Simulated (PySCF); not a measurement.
Be(NH2)(SH) (BeH3NS), SMILES [NH2][Be][SH].

Coordinates come from a B3LYP-D3(BJ)/def2-TZVP optimisation. The values are those of a single conformer.

Computed with TDA-LC-ωPBE/def2-SVPD in PySCF.

Vertical excitations.  State labels are in the subgroup Cs.

```csv
state,symmetry,energy (eV),λ (nm),f,main pairs
S1,A",6.45,192,0.026,"HOMO→LUMO+3 39 %, HOMO→LUMO+4 31 %, HOMO→LUMO 15 %"
S2,A',6.70,185,0.080,HOMO−1→LUMO 92 %
S3,A",6.80,182,0.001,"HOMO−1→LUMO+5 59 %, HOMO−1→LUMO+1 35 %"
S4,A",6.92,179,0.072,"HOMO→LUMO+4 29 %, HOMO→LUMO 28 %, HOMO→LUMO+2 26 %, HOMO→LUMO+6 10 %"
S5,A',7.39,168,0.104,"HOMO→LUMO+5 47 %, HOMO→LUMO+1 38 %"
S6,A",7.79,159,0.015,"HOMO→LUMO+9 48 %, HOMO→LUMO+2 17 %, HOMO→LUMO+3 11 %, HOMO→LUMO 8 %"
S7,A',8.06,154,0.020,"HOMO−2→LUMO+3 25 %, HOMO−1→LUMO+3 20 %, HOMO−2→LUMO 19 %, HOMO−1→LUMO+4 10 %"
S8,A',8.25,150,0.282,"HOMO−1→LUMO+2 44 %, HOMO−1→LUMO+6 16 %, HOMO−1→LUMO+4 16 %"
S9,A',8.32,149,0.057,"HOMO−1→LUMO+3 38 %, HOMO−1→LUMO+2 19 %, HOMO−2→LUMO+3 9 %"
S10,A",8.33,149,0.000,"HOMO−1→LUMO+1 53 %, HOMO−1→LUMO+5 23 %, HOMO−1→LUMO+8 13 %"
T1,A",5.90,210,0,"HOMO→LUMO+3 34 %, HOMO→LUMO+4 31 %, HOMO→LUMO 13 %, HOMO→LUMO+9 8 %"
T2,A',6.22,199,0,HOMO−1→LUMO 85 %
T3,A',6.30,197,0,"HOMO→LUMO+5 53 %, HOMO→LUMO+1 35 %"
T4,A',6.52,190,0,"HOMO−1→LUMO+4 31 %, HOMO−1→LUMO+3 21 %, HOMO−1→LUMO+6 15 %, HOMO−1→LUMO+2 15 %"
```
Triplets are in the Tamm–Dancoff approximation.
